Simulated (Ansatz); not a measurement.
Z-matrix (Å, degrees):
```
C
N 1 1.469
H 1 1.088 2 108.0
H 1 1.088 2 108.9 3 -117.9
H 1 1.091 2 111.5 3 121.0
B 2 1.677 1 115.6 3 51.6
H 2 1.017 1 109.9 3 -67.0
H 2 1.015 1 110.8 3 175.4
C 6 1.606 2 108.1 1 59.5
C 6 1.608 2 104.9 1 -176.2
F 6 1.414 2 101.3 1 -59.2
H 9 1.095 6 113.5 2 -65.7
H 9 1.097 6 113.4 2 57.7
H 9 1.094 6 109.1 2 175.9
H 10 1.097 6 113.5 2 -64.8
H 10 1.094 6 109.6 2 176.4
H 10 1.098 6 112.9 2 58.0
```

Total charge 0; spin multiplicity 1.

Task: List the PBE/def2-TZVPP orbital energies in eV (the Gaussian-basis code of Ansatz). (An estimate is asked.)

Result: Ansatz gave: Occupied: -657.93, -382.47, -270.28, -267.36, -267.33, -176.49, -27.74, -24.02, -17.74, -16.60, -15.87, -13.99, -12.87, -11.98, -10.95, -10.17, -9.74, -9.33, -9.21, -8.50, -8.43, -8.26, -7.98, -6.88, -5.90. Lowest empty: -0.58, 0.72, 0.78, 1.25, 1.86, 2.04, 2.27, 2.49.
